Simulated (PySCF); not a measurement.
Worked example: entropy of an ideal gas

CH5Si, SMILES C[SiH2], multiplicity 2.

Coordinates come from a PBE-D3(BJ)/def2-TZVP optimisation. The isomer is the one that the SMILES or the coordinates give; other isomers of the formula were not compared.

PBE-D3(BJ)/def2-TZVP in PySCF gives the harmonic wavenumbers 175, 506, 536, 677, 806, 856, 897, 1224, 1400, 1405, 2120, 2146, 2967, 3044, 3066 cm⁻¹ and the rotational temperatures 3.4600, 0.5567, 0.5296 K. The molar mass is 45.14 g/mol, the symmetry number 1, the spin multiplicity 2.

Q: Work out the entropy at 298.15 K and 1 atm in the rigid-rotor, harmonic-oscillator model.

A: 
Translation (Sackur–Tetrode at 1 atm): S = R[1.5 ln M + 2.5 ln T − 1.16487] = 156.3 J/(mol K).
Rotation: q = (√π/σ) T^1.5/√(θA θB θC) = 9030, S = R[ln q + 3/2] = 88.2 J/(mol K).
Vibration: with u = 1.4388 ν/T, each mode gives R[u/(e^u − 1) − ln(1 − e^−u)]:
| ν (cm⁻¹) | modes | u | S (J/(mol K)) |
|---|---|---|---|
| 175 | 1 | 0.84 | 9.96 |
| 506 | 1 | 2.44 | 2.69 |
| 536 | 1 | 2.59 | 2.40 |
| 677 | 1 | 3.27 | 1.40 |
| 806 | 1 | 3.89 | 0.85 |
| 856 | 1 | 4.13 | 0.70 |
| 897 | 1 | 4.33 | 0.59 |
| 1224 | 1 | 5.91 | 0.16 |
| 1400 | 1 | 6.76 | 0.08 |
| 1405 | 1 | 6.78 | 0.07 |
The stiffer modes add less than 0.005 each. Sum 18.9 J/(mol K).
Spin: R ln 2 = 5.8 J/(mol K).
Total 269.1 J/(mol K); the program's own thermochemistry gives 269.1. Translation makes up 58 % and vibration 7 %. Anharmonicity, hindered rotation and orbital degeneracy are left out.
